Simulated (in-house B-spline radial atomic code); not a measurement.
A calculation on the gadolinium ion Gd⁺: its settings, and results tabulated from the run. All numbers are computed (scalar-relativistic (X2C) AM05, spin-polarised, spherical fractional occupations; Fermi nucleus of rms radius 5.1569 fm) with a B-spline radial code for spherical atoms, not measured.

Command:
```bash
python run_scf.py task.json out
```
Settings (nuclear radius in fm, mass in u):
```
Z                64
configuration    [Xe] 4f7 5d1 6s1
hamiltonian      x2c
method           am05
spin_polarised   True
nucleus          fermi
rms_radius       5.1569
atomic_mass      157.92411
speed_of_light   137.035999084
```

Output (hartree, bohr):
```
 radial grid: 81 intervals, B-splines of order 8, outer radius 60 bohr

 iter        energy (Eh)    residual
    1      -11226.769884    6.69e-01
    2      -11233.147101    1.13e+00
    3      -11261.632102    1.90e-01
    4      -11262.553992    6.76e-02
    5      -11262.661159    4.49e-02
    6      -11262.696728    7.98e-03
    7      -11262.699918    2.31e-03
    8      -11262.700097    2.60e-04
    9      -11262.700099    1.81e-05
   10      -11262.700099    1.46e-06
   11      -11262.700099    7.43e-08

 total energy                    -11262.70010
 kinetic                           12283.1240
 electron-nucleus                 -27671.3230
 Hartree                            4369.9579
 exchange-correlation               -244.4590

 orbital      occ     eigenvalue          <r>       <r^2>       <1/r>       r_max
 1s up      1.000     -1834.7471    0.0212077 0.000622663     76.7973     0.01308
 1s down    1.000     -1834.7466    0.0212077 0.000622663     76.7973     0.01308
 2s up      1.000      -303.1520    0.0926761   0.0102037     17.7244     0.07894
 2s down    1.000      -303.1472    0.0926738   0.0102031     17.7248     0.07894
 2p up      3.000      -270.4038    0.0819651  0.00821745     15.6546     0.06351
 2p down    3.000      -270.4003    0.0819629  0.00821691     15.6549      0.0635
 3s up      1.000       -67.3977     0.244366    0.068371     6.35658      0.2247
 3s down    1.000       -67.2963     0.244143   0.0682451     6.36389      0.2246
 3p up      3.000       -57.2053     0.242763   0.0684068     5.78406      0.2202
 3p down    3.000       -57.1047     0.242495   0.0682541     5.79102        0.22
 3d up      5.000       -43.4709     0.221391   0.0576298     5.43912        0.18
 3d down    5.000       -43.3923     0.221073   0.0574508     5.44547      0.1799
 4s up      1.000       -13.8100     0.553403    0.345958     2.63769      0.5164
 4s down    1.000       -13.5872     0.553411    0.345961      2.6364      0.5162
 4p up      3.000       -10.4367     0.585168    0.389745     2.37977      0.5384
 4p down    3.000       -10.2155     0.585282    0.389931      2.3783      0.5382
 4d up      5.000        -5.7110     0.636456    0.470064      2.0853      0.5596
 4d down    5.000        -5.4914       0.6374      0.4718     2.08213      0.5594
 5s up      1.000        -2.0993      1.32683     1.98087     1.01411       1.193
 5s down    1.000        -1.9715      1.34589      2.0378    0.995294       1.206
 5p up      3.000        -1.2697      1.54888     2.72575    0.848736       1.348
 5p down    3.000        -1.1669      1.57467      2.8155    0.830518       1.368
 4f up      7.000        -0.6202     0.852698    0.948151     1.53409      0.5661
 5d up      1.000        -0.3319      2.51941     7.53634    0.516968       1.914
 6s up      1.000        -0.3609      3.57981      14.359    0.352511       3.178
```

Time taken, with all properties: 0.52 s on 1 thread of Arm Neoverse V1, on a shared host.

One-electron X2C: radii and densities carry no picture-change correction, so inner-shell <1/r> comes out high (for 1s by about 2 % at Z = 33, 5 % at 54, 10 % at 75, 30 % at 118) and <r> low.
